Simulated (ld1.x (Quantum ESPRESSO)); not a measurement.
# PBE RRKJ dataset for gallium, scalar-relativistic all-electron reference.

| Property | Result |
| --- | --- |
| Element | gallium (Ga) |
| Generator | ld1.x (Quantum ESPRESSO) 7.5 |
| Type | norm-conserving RRKJ (Kleinman–Bylander form) |
| Functional | PBE |
| Relativity | scalar-relativistic |
| Frozen core | [Ar] 3d10 |
| Valence charge | 3 |
| Reference configuration | 4s2 4p1 |
| Partial waves | 4p (bound): rc 2.70 bohr; 4s (bound): rc 2.05 bohr |
| Local potential | the s channel |
| Core correction | none |

All-electron outer shells of the reference configuration (PBE, scalar-relativistic, ld1.x):

```
shell  level (eV)  outermost node (bohr)  outermost maximum (bohr)
   3p      -98.86                   0.24                      0.56
   3d      -19.15                      –                      0.53
   4s       -8.95                   0.81                      1.90
   4p       -2.58                   0.87                      2.53
```

Q: Does the generator finish with these settings?

A: Yes, a potential is produced and its reference levels are reproduced.

Q: Estimate the cutoffs (Ry, on a coarse ladder) from which the occupation-weighted sum of valence levels, in a spherical-Bessel basis at the reference potential, stays within 10 and 1 mRy of its value at 400 Ry.

A: 15 Ry and 35 Ry.

Q: Does the potential have ghost states?

A: No extra level below or beside the all-electron valence levels (p, s, d, f tested).

Q: Which valence shell sets the plane-wave cutoff?

A: 4s: its level needs 30 Ry to come within 1 mRy, against 15 Ry for 4p.

Q: Tests: 4s2 4p0; 4s1 4p0; 4s2 4p0.5; 4s1 4p1; 4s0 4p3; 4s1 4p2; 4s2 4p1.3. Which has the largest error in its energy relative to the reference configuration, and how large is it?

A: 4s0 4p3, with +79 meV (all-electron minus pseudo) on +13.37 eV.
